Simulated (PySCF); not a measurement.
## Ga²⁹⁺: ionisation energy

Ga²⁹⁺ 1s2 (1S) → Ga³⁰⁺ 1s1 (2S), as a difference of total energies. Computed with PySCF 2.14 in an uncontracted even-tempered set (17 s from 37 bohr⁻², ratio 2.2; 7 p from 57 bohr⁻², ratio 2.4; 4 d from 170 bohr⁻², ratio 2.4; 3 f from 250 bohr⁻², ratio 2.4; 3 g from 380 bohr⁻², ratio 2.4), with the spin-free X2C one-electron Hamiltonian (Gaussian nucleus). Correlated levels: nothing frozen; virtual orbitals above 40 to 60 times the deepest correlated orbital energy dropped. The calculations carry no spin-orbit coupling.

```tsv
method	ionisation energy (eV)
UHF	12707.1
LDA	12675.5
PBE	12704.0
PBE0	12705.0
r2SCAN	12708.9
revPBE	12707.9
TPSS	12708.9
MP2 (all electrons)	12708.4
SCS-MP2 (all electrons)	12708.7
```

For this ion Breit and QED terms and the two-electron picture change, all absent here, outweigh the differences among the correlated methods.

For comparison: 12696.6 eV (theoretical estimate listed by NIST; NIST Atomic Spectra Database, ionization energies).
